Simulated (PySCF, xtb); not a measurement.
Te(Me)(SiMe3) (C₄H₁₂SiTe), SMILES C[Te][Si](C)(C)C.

xtb with GFN2-xTB at its own geometry gives an orbital gap of 3.94 eV and a dipole moment of 1.88 D.

Coordinates come from a B3LYP-D3(BJ)/def2-SVP optimisation. The def2 effective core potentials stand for the cores of Te; spin–orbit coupling is left out. Other conformers were not sampled.

Question: What does HF/def2-TZVP in PySCF give? (The exact figures need the calculation; the answer reports its results.)

Answer: gap 10.48 eV (levels -7.98 and 2.50 eV), dipole 1.99 D.
